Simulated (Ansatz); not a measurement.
Species: SbH$_{2}$, net charge -1, singlet state. Whether it binds its extra electron was not tested at this geometry. 
Coordinates optimised at B3LYP-D3(BJ)/def2-TZVP (Ansatz, a first-principles code):
SMILES: [SbH2-]
```xyz
3

Sb    -0.0179    -0.0205     0.0371
H     -0.4712     1.3386    -0.9431
H      1.3838    -0.2920    -0.9503
```
Charge -1, spin multiplicity 1.

Parts of the frozen-core correlation energy in def2-SVP (Ansatz, hartree). Frozen orbitals: 9; correlated occupied orbitals by spin: 4 and 4; virtual: 23 and 23. Spin-orbit coupling is left out. Past Kr the def2 sets carry scalar-relativistic core potentials.

```json
[
 {"term": "reference (HF)", "value": "-240.39550"},
 {"term": "MP2 opposite-spin", "value": "-0.08702"},
 {"term": "MP2 same-spin", "value": "…"},
 {"term": "CCSD correlation", "value": "…"},
 {"term": "(T)", "value": "…"},
 {"term": "CCSDT minus CCSD(T)", "value": "-0.00046"},
 {"term": "CCSDT(Q) minus CCSD(T)", "value": "-0.00061"},
 {"term": "T1 diagnostic", "value": "0.011"},
 {"term": "largest doubles amplitude", "value": "0.068"}
]
```

Task: Fill in the missing entries.

Result: 
- MP2 same-spin, value: -0.01821
- CCSD correlation, value: -0.12818
- (T), value: -0.00268
